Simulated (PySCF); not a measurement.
C₆ coefficients of unlike pairs at UHF

Calculated with PySCF 2.14 from the dipole response of each species, C₆(A,B) = (3/π) ∫ α_A(iu) α_B(iu) du, in atomic units, from isotropic polarisabilities. For ions this is the dispersion term alone; charge-induced terms of lower order in 1/R come first.

```tsv
species	configuration	basis	relativity	α (bohr³)	C₆ (like pair)
Pt	[Xe] 4f14 5d9 6s1 (3D)	aug-cc-pVTZ-PP with ECP60MDF (6s6p5d3f2g)	core potential	53.42	492.4
O²⁺	[He] 2s2 2p2 (3P)	aug-cc-pVDZ (4s3p2d)	none	1.814	2.377
Cl²⁺	[Ne] 3s2 3p3 (4S)	def2-TZVPPD (6s6p4d1f)	none	5.954	21.19
F³⁺	[He] 2s2 2p2 (3P)	aug-cc-pVQZ-DK (6s5p4d3f2g)	spin-free X2C	0.9758	0.8685
```

Question: Estimate C₆ for O²⁺ with Pt.

Answer: The integral gives 29.95. The combination rule 2 C_A C_B / (C_A α_B/α_A + C_B α_A/α_B) gives 26.99 and the geometric mean 34.21.

No spin-orbit coupling is included.

The other pairs:

```csv
pair,C₆
"F³⁺, Cl²⁺",4.134
"F³⁺, O²⁺",1.425
"F³⁺, Pt",17.19
"Cl²⁺, O²⁺",7.018
"Cl²⁺, Pt",93.04
```
